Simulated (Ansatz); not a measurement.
Input for Ansatz (a program for electronic structure): U-CCSD(T)/def2-TZVPP on ClH2Sb (SMILES [Cl][SbH2]), a point of a bond scan (R = 1.547 Å). Elements past Kr take the def2 small-core potentials; no spin–orbit coupling. The run froze 14 orbitals, filled d shells among them.

Ansatz 0.2 input:
```yaml
crystal:
  periodic: [false, false, false]
  atoms:
    - {symbol: Sb, position_ang: [-0.33564918, -0.34298871, 0.31866257]}
    - {symbol: H, position_ang: [-0.03398296, -1.56541375, -0.57962558]}
    - {symbol: H, position_ang: [-1.71924546, 0.02483330, -0.63200022]}
    - {symbol: Cl, position_ang: [1.10810693, 1.12757821, -0.87884443]}
basis:
  gaussian:
    orbitals: def2-TZVPP
correlation: {method: ccsd_t, electrons: outside_noble_gas}
scf: {omitted_lower_state_checks: [cluster_reference]}
magnetization: {spin_polarized: true, initial_magnetization: 0}
```

It printed:

```
WARN ansatz: RAYON_NUM_THREADS=1 ignored (pool sized by the plan → 1); use --threads N
Functional definition: HF
these checks for a lower state are left out or cut short: cluster_reference
integrals: 0.30 GiB planned
859 factors; integrals over basis functions are off by at most 4.7e-4 eV
mean field: 0.40 GiB planned
mean field evaluation 1: about -19045.8119 eV, gradient 1.0e1 eV
mean field evaluation 2: about -19045.8191 eV, gradient 1.0e1 eV
mean field evaluation 4: about -19046.5981 eV, gradient 1.1e0 eV
mean field evaluation 8: about -19046.6117 eV, gradient 1.8e-3 eV
mean field -19046.61174365 eV, -699.9500713220 hartree, gradient 1.1e-6 eV, S^2 0.000000; 0 other end points of the search recorded, 0 dependent functions left out
14 core orbitals not correlated
reference -19046.61174365 eV, -699.9500713220 hartree; 7, 7 occupied and 99, 99 virtual orbitals, 859 factors
second order -8.58635420 eV of doubles, -0.00000000 eV of singles
coupled cluster: 0.90 GiB planned
cycle   1  -9.26646257 eV  change   -6.8e-1 eV  update   6.7e-2
cycle   2  -9.53408787 eV  change   -2.7e-1 eV  update   2.2e-2
cycle   3  -9.56619410 eV  change   -3.2e-2 eV  update   9.1e-3
cycle   4  -9.56279492 eV  change    3.4e-3 eV  update   3.0e-3
cycle   5  -9.56243397 eV  change    3.6e-4 eV  update   1.0e-3
cycle   6  -9.56237935 eV  change    5.5e-5 eV  update   3.4e-4
cycle   7  -9.56236324 eV  change    1.6e-5 eV  update   1.1e-4
cycle   8  -9.56240247 eV  change   -3.9e-5 eV  update   4.9e-5
cycle   9  -9.56240270 eV  change   -2.3e-7 eV  update   1.9e-5
cycle  10  -9.56239457 eV  change    8.1e-6 eV  update   7.4e-6
perturbative correction -0.37181473 eV, -0.0136639393 hartree
Total energy: -19056.54595295 eV, -700.3151467800 hartree
Checks for a lower state left out: cluster_reference
```

The run converged.

Cost: very roughly 25 core-seconds.
